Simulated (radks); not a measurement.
Values are calculated unless marked as measured or tabulated.
Problem. Species: V3+. Configuration: [Ne] 3s1.75 3p6 3d2 4d0.25 (fractional occupations, a model configuration). Code: a radial shooting solver on a logarithmic mesh with Libxc functionals. Model: non-relativistic Kohn-Sham, PBE, spin-polarised, spherical densities, point nucleus; open shells are filled with parallel spins first. Some entries of the table are withheld. Estimate them.

orbital  occ.  eigenvalue (eV)  r(max) (bohr)
1s up       1        -5364.241        0.04410
1s down     1        -5364.134        0.04410
2s up       1        -634.1484         0.2581
2s down     1        -633.1443         0.2580
2p up       3        -540.8901         0.2092
2p down     3        -540.0993         0.2090
3s up       1        -106.8127         0.8206
3s down  0.75        -103.9959         0.8214
3p up       3         -81.1524            (1)
3p down     3         -78.4053            (2)
3d up       2         -40.8629            (3)
3d down     0         -38.2864            (4)
4d up    0.25         -15.1680          3.358

Solution. 
(1) 3p up r(max) (bohr): 0.8381
(2) 3p down r(max) (bohr): 0.8393
(3) 3d up r(max) (bohr): 0.8396
(4) 3d down r(max) (bohr): 0.8450
